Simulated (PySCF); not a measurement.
## C5H7N2: g tensor and hyperfine couplings

C5H7N2 (doublet state).
Structure used (GFN2-xTB), in Å, numbered top down from 1:
```xyz
14
C5H7N2 angstrom
C      2.298   -0.045    0.092
C      1.222   -0.729    0.391
N     -0.074   -0.188    0.366
C     -1.179   -0.961    0.692
C     -2.433   -0.527    0.688
N     -0.294    1.080    0.029
C      0.644    1.860   -0.284
H      3.324   -0.340    0.073
H      1.215   -1.780    0.689
H     -0.932   -1.979    0.960
H     -3.241   -1.181    0.954
H     -2.675    0.486    0.422
H      1.705    1.426   -0.267
H      0.418    2.877   -0.547
```

The hyperfine couplings belong to this conformer and change with its torsions.

The species is `[H]/[C]=C/N(C=C)N=C` [radical].

Theory: UKS B3LYP, pcH-1 on C H N, non-relativistic, mean-field spin-orbit, GIAO (PySCF). Isolated species at its GFN2-xTB geometry (one conformer only). Couplings are sensitive to structure, and on GFN2-xTB geometries they can be far from those on DFT ones. Stability of the SCF solution: not tested.

```json
{
  "g1, g2, g3": "2.00148, 2.00182, 2.00285",
  "g_iso": "2.00205",
  "Form of g": "rhombic: the two nearest values differ by 25 % of g3 − g1",
  "⟨S²⟩": "0.7594 (exact 0.7500)",
  "α and β electrons": "26, 25",
  "HOMO–LUMO gap, α and β orbitals": "5.22, 3.19 eV"
}
```

Isotropic coupling and dipolar principal values T1 to T3, in MHz; ρ(0) is the spin density at the nucleus:

```json
{"atom": "C1", "isotope": "13C", "a_iso": "381.0", "T1": "-68.8", "T2": "-49.9", "T3": "118.6", "Mulliken spin population": "0.84", "ρ(0) (bohr⁻³)": "0.3389"}
{"atom": "C2", "isotope": "13C", "a_iso": "-11.8", "T1": "-15.1", "T2": "0.9", "T3": "14.2", "Mulliken spin population": "-0.12", "ρ(0) (bohr⁻³)": "-0.0105"}
{"atom": "N3", "isotope": "14N", "a_iso": "0.9", "T1": "-3.5", "T2": "-1.1", "T3": "4.5", "Mulliken spin population": "0.01", "ρ(0) (bohr⁻³)": "0.0029"}
{"atom": "C4", "isotope": "13C", "a_iso": "-0.3", "T1": "-0.7", "T2": "-0.3", "T3": "1.0", "Mulliken spin population": "0.01", "ρ(0) (bohr⁻³)": "-0.0003"}
{"atom": "C5", "isotope": "13C", "a_iso": "-0.8", "T1": "-1.8", "T2": "0.7", "T3": "1.1", "Mulliken spin population": "-0.01", "ρ(0) (bohr⁻³)": "-0.0007"}
{"atom": "N6", "isotope": "14N", "a_iso": "7.2", "T1": "-4.1", "T2": "-2.7", "T3": "6.8", "Mulliken spin population": "0.04", "ρ(0) (bohr⁻³)": "0.0224"}
{"atom": "C7", "isotope": "13C", "a_iso": "118.9", "T1": "-21.3", "T2": "-19.9", "T3": "41.2", "Mulliken spin population": "0.17", "ρ(0) (bohr⁻³)": "0.1057"}
{"atom": "H8", "isotope": "1H", "a_iso": "48.2", "T1": "-26.7", "T2": "-7.6", "T3": "34.3", "Mulliken spin population": "0.01", "ρ(0) (bohr⁻³)": "0.0108"}
{"atom": "H9", "isotope": "1H", "a_iso": "136.2", "T1": "-4.2", "T2": "-1.3", "T3": "5.6", "Mulliken spin population": "0.07", "ρ(0) (bohr⁻³)": "0.0305"}
{"atom": "H10", "isotope": "1H", "a_iso": "-0.8", "T1": "-1.8", "T2": "-0.3", "T3": "2.1", "Mulliken spin population": "0.00", "ρ(0) (bohr⁻³)": "-0.0002"}
{"atom": "H11", "isotope": "1H", "a_iso": "0.3", "T1": "-0.6", "T2": "-0.2", "T3": "0.8", "Mulliken spin population": "0.00", "ρ(0) (bohr⁻³)": "0.0001"}
{"atom": "H12", "isotope": "1H", "a_iso": "0.2", "T1": "-1.3", "T2": "-1.1", "T3": "2.4", "Mulliken spin population": "0.00", "ρ(0) (bohr⁻³)": "0.0000"}
{"atom": "H13", "isotope": "1H", "a_iso": "-41.3", "T1": "-43.6", "T2": "-35.7", "T3": "79.3", "Mulliken spin population": "-0.05", "ρ(0) (bohr⁻³)": "-0.0093"}
{"atom": "H14", "isotope": "1H", "a_iso": "76.0", "T1": "-8.7", "T2": "-3.5", "T3": "12.2", "Mulliken spin population": "0.03", "ρ(0) (bohr⁻³)": "0.0170"}
```

Largest spin populations (Mulliken): C1 (+0.84), C7 (+0.17), C2 (-0.12) and H9 (+0.07). The positive populations add up to 1.18 and the negative ones to -0.18, together 2S = 1.

Axes: g1 points within 1° of the C2–H9 bond and g3 is normal to the molecular plane.

Under fast tumbling the dipolar parts average out, and these isotropic splittings remain: 1 × 1H (H9, I = 1/2, 2 lines) with 4.86 mT, 1 × 1H (H14, I = 1/2, 2 lines) with 2.71 mT, 1 × 1H (H8, I = 1/2, 2 lines) with 1.72 mT, 1 × 1H (H13, I = 1/2, 2 lines) with 1.48 mT, 1 × 14N (N6, I = 1, 3 lines) with 0.26 mT and 1 × 14N (N3, I = 1, 3 lines) with 0.03 mT.

The 13C coupling of C1 (381.0 MHz) shows only in satellite lines or after enrichment, since that isotope makes up about 1.07 % of natural carbon.

On an Arm Neoverse V1 with one thread (shared host), this took 45 s wall (grids of density and orbitals included) and 0.96 GiB of memory at its peak.
